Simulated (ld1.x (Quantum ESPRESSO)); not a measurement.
# Configuration tests for fluorine (PAW)

```
Element                 : fluorine
Generator               : ld1.x (Quantum ESPRESSO) 7.5
Type                    : PAW
Functional              : LDA (PZ)
Relativity              : scalar-relativistic
Frozen core             : [He]
Valence charge          : 7
Reference configuration : 2s2 2p5
Partial waves           : 2s (bound): rcut 0.70, rcutus 0.80 bohr; 2s channel at -1.15 Ry: rcut 0.70, rcutus 0.80 bohr; 2p (bound): rcut 0.95, rcutus 1.05 bohr; 2p channel at -0.25 Ry: rcut 0.95, rcutus 1.05 bohr; 3d channel at -0.15 Ry: rcut 1.05, rcutus 1.10 bohr
Local potential         : all-electron potential smoothed inside 1.00 bohr (lloc = -1)
Core correction         : a·sin(br)/r model core inside 0.55 bohr
Augmentation charge     : PSQ, radius 0.50 bohr
```

Energies are relative to the spin-unpolarised reference configuration 2s2 2p5; without spin polarisation the order of configurations can differ from experiment. Spin-polarised rows fill each open shell by Hund’s rule, majority spin first.

(1) Give the all-electron excitation energy and the error of the potential for: 2s2 2p4; 2s2 2p3; 2s2 2p2; 2s1 2p5; 2s2 2p1; 2s1 2p6; 2s2 2p5.3; 2s2 2p5 (spin-polarised); 2s2 2p4 (spin-polarised).

Answers

(1)

| valence configuration | charge | ΔE all-electron (eV) | error AE − PS (meV) |
| --- | --- | --- | --- |
| 2s2 2p4 | +1 | 19.555 | -1.6 |
| 2s2 2p3 | +2 | 58.067 | -7.7 |
| 2s2 2p2 | +3 | 118.799 | -24 |
| 2s1 2p5 | +1 | 38.211 | -1.9 |
| 2s2 2p1 | +4 | 204.666 | -43 |
| 2s1 2p6 | 0 | 18.390 | -0.8 |
| 2s2 2p5.3 | -0.3 | -2.726 | +0.3 |
| 2s2 2p5 (spin-polarised) | 0 | -0.379 | -0.2 |
| 2s2 2p4 (spin-polarised) | +1 | 17.723 | -2.5 |
